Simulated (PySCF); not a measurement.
**Calculated properties of `C#Cc1cn([SiH2]C2CC2)cn1`**

Compound: C8H10N2Si.
Cartesian coordinates in Å at the PBE0-D3(BJ)/def2-SVP level; atoms count from 1:
```xyz
21
C8H10N2Si angstrom
C      5.478    0.011    0.151
C      4.270   -0.059    0.059
C      2.852   -0.129   -0.041
C      1.932    0.664    0.616
N      0.690    0.229    0.217
Si    -0.901    0.908    0.676
C     -2.191   -0.391    0.411
C     -3.607    0.021    0.074
C     -2.763   -0.618   -0.972
C      0.927   -0.802   -0.662
N      2.196   -1.043   -0.836
H      6.547    0.075    0.227
H      2.072    1.477    1.325
H     -1.203    2.088   -0.188
H     -0.757    1.342    2.094
H     -2.095   -1.285    1.037
H     -4.416   -0.563    0.521
H     -3.835    1.087   -0.024
H     -2.401    0.004   -1.797
H     -2.982   -1.650   -1.260
H      0.111   -1.345   -1.139
```

Structural features include: alkyne, pyridine-type ring nitrogen, pyrrole-type ring nitrogen, Si–H bond, C–Si bond and cyclopropane ring.

**PBE0-D3(BJ)/def2-SVP geometry optimisation, gas phase (PySCF)**

```yaml
Point_group: C1
Rotational_constants_A_B_C: 3.744, 0.420, 0.386 GHz
```

CAM-B3LYP/def2-SVPD ground state and vertical TDDFT (core frozen in the response) (PySCF):

```yaml
Dipole_moment: 4.97 D
HOMO_energy: -7.60 eV
LUMO_energy: 0.81 eV
HOMO–LUMO_gap: 8.41 eV
Lowest_singlet_excitation: 5.60 eV (222 nm, f = 0.290)
Strongest_line_among_the_10_lowest_singlet_transitions: S1 at 5.60 eV (222 nm, f = 0.290)
Lowest_triplet_excitation_Tamm–Dancoff: 3.79 eV
Static_isotropic_polarisability: 131.7 au
Electronic_spatial_extent_⟨r²⟩_about_the_centre_of_nuclear_charge: 2780 bohr²
```

From PBE0/pcSseg-1 ground state and GIAO shieldings, non-relativistic (PySCF):

```yaml
Lowest_Hirshfeld_atomic_charge: -0.20 e on N11
Highest_Hirshfeld_atomic_charge: +0.40 e on Si6
13C_chemical_shifts_computed_TMS_as_zero_by_class: 142.5 (C10), 132.5 (C3), 132.0 (C4), 85.6 (C1), 81.0 (C2), 3.9 (C8/C9), -7.9 (C7) ppm
1H_chemical_shifts_computed_TMS_as_zero_by_class: 7.53 (H21), 7.16 (H13), 4.84 (H14/H15), 3.04 (H12), 1.00 (H17/H20), 0.58 (H18/H19), 0.01 (H16) ppm
Isotropic_shieldings_of_nuclei_other_than_C_and_H_by_class: -55 (N11), 77 (N5), 367 (Si6) ppm
Mayer_bond_orders_between_heavy_atoms: C1–C2 2.32, C2–C3 0.97, C3–C4 1.48, C4–N5 1.13, N5–Si6 0.76, Si6–C7 0.91, C7–C8 0.95, C8–C9 0.97, N5–C10 1.14, C10–N11 1.66, N11–C3 1.33, C9–C7 0.94
```

Monoisotopic mass from the formula: 162.0613 u.

The principal polarisabilities are 87.9, 114.6 and 192.7 au; their mean is the isotropic value. The largest Löwdin shares of the HOMO are 0.20 on C4, 0.18 on C1, 0.17 on C3 and 0.14 on C2. The dipole matches unit charges of opposite sign 1.03 Å apart (1 e·Å = 4.8032 D). S1 lies 2.81 eV below the HOMO–LUMO gap; its leading configuration is HOMO→LUMO, weight 0.81. The polarisability is 19.52 Å³ as a volume (1 au = 0.148185 Å³), or 1.53 au for each of the 86 electrons.

One conformer (not necessarily the lowest) at the PBE0-D3(BJ)/def2-SVP geometry, without solvent or vibrations. NMR classes are plain means over equivalent atoms (diastereotopic ones count apart unless rotation or inversion swaps them), as if these changed places fast; in this geometry the members of some classes differ.
